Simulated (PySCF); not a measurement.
# TDDFT excited states: C5H2ClFOS

Species: C₅H₂ClFOS.
InChI=1S/C5H2ClFOS/c6-3-1-8-2-4(7)5(3)9/h1-2H

Theory: TDDFT PBE0/def2-SVPD, vertical, gas phase, core orbitals frozen in the response in PySCF 2.14.0, density-fitted response routines. Geometry: GFN2-xTB; no solvent, vibrations or thermal averaging.

**Question.** List the vertical singlet excitations with oscillator strengths and describe the spectrum.

**Answer.** 

| state | E (eV) | E (kJ/mol) | λ (nm) | f | symmetry | main configurations (H = HOMO, L = LUMO) |
| --- | --- | --- | --- | --- | --- | --- |
| S1 | 2.31 | 222 | 537.7 | 0.0000 | – | H→L (99%) |
| S2 | 4.01 | 387 | 309.5 | 0.0001 | – | H→L+1 (100%) |
| S3 | 4.20 | 406 | 295.0 | 0.300 | A′ | H-1→L (93%) |
| S4 | 4.61 | 445 | 268.8 | 0.0077 | A′ | H-1→L+1 (99%) |
| S5 | 5.04 | 486 | 246.2 | 0.063 | A′ | H-2→L (95%) |
| S6 | 5.31 | 513 | 233.4 | 0.0078 | A′ | H→L+2 (94%) |

Triplets, Tamm–Dancoff:

| state | E (eV) | λ (nm) | main configurations (H = HOMO, L = LUMO) |
| --- | --- | --- | --- |
| T1 | 1.92 | 644.5 | H→L (99%) |
| T2 | 2.24 | 553.6 | H-1→L (97%) |

The lowest singlet lies at 2.31 eV (538 nm, visible) and is dark (f under 0.0005); its leading configuration is HOMO→LUMO (99%). The strongest level in the table is S3 at 4.20 eV (295 nm, f = 0.300). Löwdin shares by element: HOMO sulfur 76%, carbon 12% or more; LUMO carbon 46% or more, sulfur 30% (atoms not listed hold the other 24%). Of the 6 states listed, 2 reach f = 0.01 and 2 stay under 0.0005. Weighted by f, the mean energy of these states is 4.37 eV. The listed states span 3.01 eV, and the widest gap between neighbours is 1.70 eV (S1 to S2). S1 lies in the visible range (380 to 750 nm), at 538 nm, dark in the vertical dipole picture (f under 0.0005); light of that wavelength is green, and its complementary colour is purple; a Tamm–Dancoff triplet lies at 645 nm, without intensity as long as spin–orbit coupling is left out. Symmetry labels in Cs follow from the direction of the transition dipole and are given only for states with f of 0.002 or more. Singlets were solved by full linear response, triplets in the Tamm–Dancoff approximation.

The run took 38 s wall (grids of density and orbitals included) on one thread of an Intel Xeon Platinum 8488C, no GPU, shared host, and the process peaked at 0.89 GiB of memory.
